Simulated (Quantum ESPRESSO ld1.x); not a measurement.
Species: neutral mercury. Configuration: [Xe] 4f13 5d10 6s2 6p1 (not the ground configuration). Calculated with ld1.x of Quantum ESPRESSO 7.5: scalar-relativistic Kohn-Sham, LDA (Slater exchange, Perdew-Wang correlation), spin-polarised, spherical densities, point nucleus; open shells are filled with parallel spins first.

Normalised radial functions P(r) = r R(r), r in bohr:

r         6s down
0.001006   0.0290
0.001385   0.0363
0.001892   0.0445
0.002606   0.0537
0.00356    0.0628
0.004902   0.0705
0.006697   0.0738
0.009223   0.0690
0.0126     0.0515
0.01735    0.0165
0.0239    -0.0346
0.03265   -0.0870
0.04496   -0.1139
0.06142   -0.0776
0.08458    0.0326
0.1156     0.1448
0.1591     0.1304
0.2174    -0.0569
0.2994    -0.2268
0.409     -0.1037
0.5633     0.2332
0.7695     0.3390
1.06      -0.0006
1.448     -0.4805
1.994     -0.7222
2.724     -0.6234
3.751     -0.3574
5.124     -0.1390
7.057     -0.0322
9.641     -0.0041
13.28     -0.0002

6s down: eigenvalue -9.387 eV, 5 radial nodes at r = 0.0194, 0.0780, 0.201, 0.453, 1.06 bohr, <r> = 2.49 bohr, 90 % of the charge inside 3.70 bohr.
